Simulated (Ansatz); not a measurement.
System: dibromogermane, sum formula GeH₂Br₂, charge 0, multiplicity 1. 
Geometry from a B3LYP-D3(BJ)/def2-TZVP (Ansatz, an electronic-structure program) optimisation:
```xyz
5

Br    -1.8636     0.5473    -0.0220
Ge    -0.0442    -0.8853     0.0318
Br     1.9089     0.3594    -0.0106
H     -0.0867    -1.6577     1.3521
H     -0.0835    -1.7507    -1.2296
```

Quantity: vertical triplet-singlet gap (E(triplet) - E(singlet); each state is the SCF solution reached for its spin), in kcal/mol. Cores are frozen in the correlated levels unless marked. Open shells are spin-unrestricted. Spin-orbit coupling is left out. Frozen are the shells of the preceding noble gas and the d and f shells that filled before the atom's block. No relativistic terms. CBS(X,Y): correlation extrapolated as X^-3; Hartree-Fock from the larger set.

CCSD(T)/CBS(aug-cc-pVTZ,aug-cc-pVQZ) (Ansatz) gives 138.4 kcal/mol.

**Question.** Another calculation gave 135.0 kcal/mol. Which level was it?
A. B3LYP/def2-TZVPD (Ansatz)
B. PBE0/def2-TZVPD (Ansatz)
C. SVWN5/def2-TZVPD (Ansatz)
D. wB97X-V/def2-TZVPD (Ansatz)

**Answer.** D, wB97X-V/def2-TZVPD (Ansatz). The others give 109.7 (SVWN5), 119.5 (B3LYP), 122.9 (PBE0) kcal/mol.
